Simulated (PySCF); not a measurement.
C8H15B.
SMILES: `B1[C@H]2CCC[C@@H]1CCC2`

Computed with TDDFT CAM-B3LYP/def2-SVPD, vertical, gas phase, core orbitals frozen in the response in PySCF. Geometry: PBE0-D3(BJ)/def2-SVP; no solvent, vibrations or thermal averaging.

Broadening: Gaussians 0.4 eV wide at half height, area fixed by f = 4.319×10⁻⁹ ∫ε dν̃. The width is an assumption, not a result. The curve ends short of the highest state used, and states not computed would add to its high-energy end.

| λ (nm) | ε (L mol⁻¹ cm⁻¹) |
| --- | --- |
| 165.8 | 2076 |
| 167.6 | 1132 |
| 169.4 | 716 |
| 171.2 | 576 |
| 172.9 | 504 |
| 174.7 | 402 |
| 176.5 | 277 |
| 178.3 | 163 |
| 180.1 | 82 |
| 181.9 | 36 |
| 183.7 | 13 |
| 185.5 | 4 |
| 187.3 | 1 |
| 189.1 | 1 |
| 190.8 | 1 |
| 192.6 | 3 |
| 194.4 | 8 |
| 196.2 | 21 |
| 198.0 | 48 |
| 199.8 | 96 |
| 201.6 | 170 |
| 203.4 | 269 |
| 205.2 | 382 |
| 206.9 | 485 |
| 208.7 | 567 |
| 210.5 | 605 |
| 212.3 | 591 |
| 214.1 | 532 |
| 215.9 | 444 |
| 217.7 | 349 |
| 219.5 | 263 |
| 221.3 | 200 |
| 223.1 | 162 |
| 224.8 | 148 |
| 226.6 | 152 |
| 228.4 | 168 |
| 230.2 | 186 |
| 232.0 | 201 |
| 233.8 | 208 |
| 235.6 | 204 |
| 237.4 | 190 |
| 239.2 | 168 |
| 240.9 | 143 |
| 242.7 | 115 |
| 244.5 | 88 |
| 246.3 | 65 |
| 248.1 | 46 |
| 249.9 | 31 |
| 251.7 | 20 |
| 253.5 | 13 |
| 255.3 | 8 |
| 257.1 | 4 |
| 258.8 | 3 |
| 260.6 | 1 |
| 262.4 | 1 |
| 264.2 | 0 |

(1) Where are the band maxima, and which computed states make them?

(2) On this curve, what absorbance would a 10⁻³ mol/L sample give at 222 nm over a 1 cm path?

(3) Coming from long wavelengths, where does ε first pass 100 L mol⁻¹ cm⁻¹?

## Answers

(1) 234 nm (5.30 eV), ε about 210, made up of S1 (99%); 211 nm (5.88 eV), ε about 610, made up of S2 (100%) (ε in L mol⁻¹ cm⁻¹; maxima over ε = 5, shares over 10%). At its high-energy end, 7.48 eV, the curve is still rising (ε about 2100, from S5 and S6). The states used: S1 5.29 eV (f 0.0031); S2 5.88 eV (f 0.0090); S3 7.20 eV (f 0.0068); S4 7.31 eV (f 0.0005); S5 7.70 eV (f 0.031); S6 7.75 eV (f 0.041); S7 7.75 eV (f 0.011); S8 7.94 eV (f 0.012); S9 7.98 eV (f 0.012); S10 8.08 eV (f 0.0059).

(2) 222 nm is 5.585 eV, where ε is about 180 L mol⁻¹ cm⁻¹, so A = ε c l ≈ 0.18 (Beer–Lambert, with the gas-phase spectrum and the assumed width).

(3) At about 244 nm (5.09 eV), 0.20 eV below S1.

All these states lie below the vertical ionisation energy of 9.41 eV (ΔSCF).
